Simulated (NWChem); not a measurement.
System: CH₇NSi; SMILES [SiH3]CN

Here is an NWChem input.

```
start job
memory heap 200 mb stack 900 mb global 1100 mb
geometry units angstroms noautosym nocenter noautoz
  N      0.429536    -1.624397     0.018443
  C     -0.632085    -0.632789    -0.008945
  Si     0.103928     1.111712     0.026224
  H      0.052279    -2.567324     0.089490
  H      0.971067    -1.595991    -0.843038
  H     -1.350419    -0.713786    -0.854326
  H     -1.240492    -0.728112     0.907752
  H     -0.979314     2.133850    -0.125390
  H      1.065395     1.272310    -1.110893
  H      0.834034     1.358947     1.304942
end
basis spherical
  * library 6-31g*
end
dft
  xc hfexch
  iterations 150
  mulliken
end
task dft energy
esp
  recalculate
  probe 0.07
  range 0.3
  factor 1.0
  spacing 0.02
end
task esp
```

NWChem printed, in part:

```
             Northwest Computational Chemistry Package (NWChem) 7.3.0
             --------------------------------------------------------

                             Geometry "geometry" -> ""
                             -------------------------

 Output coordinates in angstroms (scale by  1.889725989 to convert to a.u.)

  No.       Tag          Charge          X              Y              Z
 ---- ---------------- ---------- -------------- -------------- --------------
    1 N                    7.0000     0.42953600    -1.62439700     0.01844300
    2 C                    6.0000    -0.63208500    -0.63278900    -0.00894500
    3 Si                  14.0000     0.10392800     1.11171200     0.02622400
    4 H                    1.0000     0.05227900    -2.56732400     0.08949000
    5 H                    1.0000     0.97106700    -1.59599100    -0.84303800
    6 H                    1.0000    -1.35041900    -0.71378600    -0.85432600
    7 H                    1.0000    -1.24049200    -0.72811200     0.90775200
    8 H                    1.0000    -0.97931400     2.13385000    -0.12539000
    9 H                    1.0000     1.06539500     1.27231000    -1.11089300
   10 H                    1.0000     0.83403400     1.35894700     1.30494200

 Effective nuclear repulsion energy (a.u.)     113.0635074208

  xc_inp: hfexch multiplicative factor not found.

                                 NWChem DFT Module
                                 -----------------

 Summary of "ao basis" -> "ao basis" (spherical)
 ------------------------------------------------------------------------------
       Tag                 Description            Shells   Functions and Types
 ---------------- ------------------------------  ------  ---------------------
 N                           6-31g*                  6       14   3s2p1d
 C                           6-31g*                  6       14   3s2p1d
 Si                          6-31g*                  8       18   4s3p1d
 H                           6-31g*                  2        2   2s

            General Information
            -------------------
          SCF calculation type: DFT
          Wavefunction type:  closed shell.
          No. of atoms     :    10
          No. of electrons :    34
           Alpha electrons :    17
            Beta electrons :    17
          Charge           :     0
          Spin multiplicity:     1
          Use of symmetry is: off; symmetry adaption is: off
          Maximum number of iterations: 150
          AO basis - number of functions:    60
                     number of shells:    34
          Convergence on energy requested:  1.00D-06
          Convergence on density requested:  1.00D-05
          Convergence on gradient requested:  5.00D-04

              XC Information
              --------------
                     Hartree-Fock (Exact) Exchange  1.000

      Superposition of Atomic Density Guess
      -------------------------------------

 Sum of atomic energies:        -384.25892769

      Non-variational initial energy
      ------------------------------

 Total energy =    -385.778888
 1-e energy   =    -752.474938
 2-e energy   =     253.632542
 HOMO         =      -0.294098
 LUMO         =       0.079431

     ---------------------------------------------
      Total Density - Mulliken Population Analysis
     ---------------------------------------------

    Atom       Charge   Shell Charges
 -----------   ------   -------------------------------------------------------
    1 N    7     7.98   2.00  0.82  2.55  0.85  1.73  0.03
    2 C    6     6.48   2.00  0.70  1.93  0.64  1.16  0.04
    3 Si  14    13.62   2.00  2.00  5.97  0.99  1.70  0.31  0.52  0.12
    4 H    1     0.59   0.42  0.17
    5 H    1     0.59   0.42  0.17
    6 H    1     0.79   0.47  0.32
    7 H    1     0.77   0.47  0.31
    8 H    1     1.06   0.47  0.59
    9 H    1     1.07   0.47  0.59
   10 H    1     1.06   0.47  0.59

   convergence    iter        energy       DeltaE   RMS-Dens  Diis-err
 ---------------- ----- ----------------- --------- --------- ---------
 d= 0,ls=0.0,diis     1   -385.2366904837 -4.98D+02  6.47D-03  2.45D-01
 d= 0,ls=0.0,diis     2   -385.2749578584 -3.83D-02  2.30D-03  3.11D-02
 d= 0,ls=0.0,diis     3   -385.2791062399 -4.15D-03  9.49D-04  4.36D-03
 d= 0,ls=0.0,diis     4   -385.2797998924 -6.94D-04  2.30D-04  6.30D-05
 d= 0,ls=0.0,diis     5   -385.2798199950 -2.01D-05  9.41D-05  4.95D-06
  Resetting Diis
 d= 0,ls=0.0,diis     6   -385.2798222881 -2.29D-06  2.84D-05  3.25D-07
 d= 0,ls=0.0,diis     7   -385.2798224548 -1.67D-07  4.36D-06  2.23D-08

         Total DFT energy =     -385.279822454794
      One electron energy =     -755.346611723497
           Coulomb energy =      291.680621817459
    Exchange-Corr. energy =      -34.677339969560
 Nuclear repulsion energy =      113.063507420803

 Numeric. integr. density =        0.000000000000

                       DFT Final Molecular Orbital Analysis
                       ------------------------------------

 Vector   15  Occ=2.000000D+00  E=-4.684005D-01
              MO Center=  5.4D-01,  1.0D+00,  4.8D-01, r^2= 2.6D+00
   Bfn.  Coefficient  Atom+Function         Bfn.  Coefficient  Atom+Function
  ----- ------------  ---------------      ----- ------------  ---------------
    37      0.357487   3 Si pz               60      0.344893  10 H  s
    59      0.271167  10 H  s                58     -0.187571   9 H  s
    33     -0.147234   3 Si pz               57     -0.145578   9 H  s
     5     -0.118857   1 N  pz               18     -0.116473   2 C  py
    35      0.105762   3 Si px                9     -0.088138   1 N  pz

 Vector   16  Occ=2.000000D+00  E=-4.479206D-01
              MO Center= -1.3D-01, -1.9D-01, -8.4D-02, r^2= 2.9D+00
   Bfn.  Coefficient  Atom+Function         Bfn.  Coefficient  Atom+Function
  ----- ------------  ---------------      ----- ------------  ---------------
    18      0.307388   2 C  py               36     -0.266897   3 Si py
    22      0.203643   2 C  py                5      0.202192   1 N  pz
    58     -0.193410   9 H  s                 9      0.166463   1 N  pz
    54     -0.155250   7 H  s                53     -0.151628   7 H  s
    19     -0.146943   2 C  pz               57     -0.138590   9 H  s

 Vector   17  Occ=2.000000D+00  E=-3.831917D-01
              MO Center=  1.3D-01, -1.1D+00,  2.8D-02, r^2= 2.1D+00
   Bfn.  Coefficient  Atom+Function         Bfn.  Coefficient  Atom+Function
  ----- ------------  ---------------      ----- ------------  ---------------
     5      0.359044   1 N  pz                9      0.334748   1 N  pz
     3      0.279361   1 N  px                7      0.266616   1 N  px
     6      0.213872   1 N  s                52      0.199744   6 H  s
    36      0.176380   3 Si py               17     -0.165989   2 C  px
    51      0.163258   6 H  s                 4      0.132830   1 N  py

 Vector   18  Occ=0.000000D+00  E= 1.604495D-01
              MO Center=  1.4D-01,  1.3D+00, -2.3D-02, r^2= 5.1D+00
   Bfn.  Coefficient  Atom+Function         Bfn.  Coefficient  Atom+Function
  ----- ------------  ---------------      ----- ------------  ---------------
    40      1.262677   3 Si py               20      1.156688   2 C  s
    39      0.713433   3 Si px               22      0.410689   2 C  py
    60     -0.353706  10 H  s                58     -0.297430   9 H  s
     6      0.254458   1 N  s                38     -0.245337   3 Si s
    56     -0.176352   8 H  s                52     -0.127305   6 H  s

[...]

                     NWChem Electrostatic Potential Fit Module
                     -----------------------------------------

 Atom parameters

 Number of atoms is                                   10
 Number of basis functions is                         60

 Grid parameters

 Maximum number of grid points is                  41671
 Number of grid points is                          41670
 Grid range                                     0.300000 nm
 Grid spacing                                   0.020000 nm
 Probe radius                                   0.070000 nm
 Atom radius factor                             1.000000

 Atomic radii

    1    0.100000
    6    0.147000
    7    0.140000
   14    0.187000
 FASTESP  F
  using M.O. file = ./job.movecs

    Atom              Coordinates                           Charge

                                                  ESP

    1 N     0.042954   -0.162440    0.001844   -0.995973
    2 C    -0.063209   -0.063279   -0.000895    0.438958
    3 Si    0.010393    0.111171    0.002622    0.415132
    4 H     0.005228   -0.256732    0.008949    0.352381
    5 H     0.097107   -0.159599   -0.084304    0.344770
    6 H    -0.135042   -0.071379   -0.085433   -0.108947
    7 H    -0.124049   -0.072811    0.090775   -0.038578
    8 H    -0.097931    0.213385   -0.012539   -0.154513
    9 H     0.106540    0.127231   -0.111089   -0.128514
   10 H     0.083403    0.135895    0.130494   -0.124717
                                            ------------
                                                0.000000

 Dipole moment                                  0.683990

 Quadrupole moment Qxx                          0.112860
                   Qyy                         -0.031727
                   Qzz                         -0.081133

 RMS deviation kJ/mol                           0.066034

 RRMS %                                        35.680388
```

Level: Hartree-Fock/6-31G* (spherical d). Coordinates come from a PBE0/def2-SVP optimisation.
